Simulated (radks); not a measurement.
Results of a calculation; reference values are marked as such.
All-electron atom: the ruthenium ion Ru2+ in [Kr] 4d6. Code: a radial shooting solver on a logarithmic mesh with Libxc functionals. Model: Dirac Kohn-Sham, exchange-only LDA, spin-unpolarised, spherical densities, finite nucleus; open shells fill j = l - 1/2 first; Fermi nuclear charge, rms radius 4.4809 fm.

Unscreened Slater integrals over Kohn-Sham orbitals (eV). Large and small components are both included.

| integral | value |
|---|---|
| F0(4d5/2,4d5/2) | 15.959 |
| F2(4d5/2,4d5/2) | 7.8965 |
| F4(4d5/2,4d5/2) | 5.1299 |
| F0(4d5/2,4d3/2) | 16.045 |
| F2(4d5/2,4d3/2) | 7.9389 |
| G2(4d5/2,4d3/2) | 7.9358 |
| G4(4d5/2,4d3/2) | 5.1563 |
| F0(4d5/2,4p3/2) | 18.204 |
| F2(4d5/2,4p3/2) | 8.8061 |
| G1(4d5/2,4p3/2) | 10.981 |
| G3(4d5/2,4p3/2) | 6.6725 |
| F0(4d5/2,4p1/2) | 18.374 |
| G3(4d5/2,4p1/2) | 6.5918 |
| F0(4d3/2,4d3/2) | 16.132 |
| F2(4d3/2,4d3/2) | 7.9831 |
| F0(4d3/2,4p3/2) | 18.331 |
| F2(4d3/2,4p3/2) | 8.9018 |
| G1(4d3/2,4p3/2) | 11.133 |
| G3(4d3/2,4p3/2) | 6.7672 |
| F0(4d3/2,4p1/2) | 18.506 |
| G1(4d3/2,4p1/2) | 11.021 |
| F0(4p3/2,4p3/2) | 21.658 |
| F2(4p3/2,4p3/2) | 11.332 |
| F0(4p3/2,4p1/2) | 21.952 |
| G2(4p3/2,4p1/2) | 11.459 |
| F0(4p1/2,4p1/2) | 22.262 |
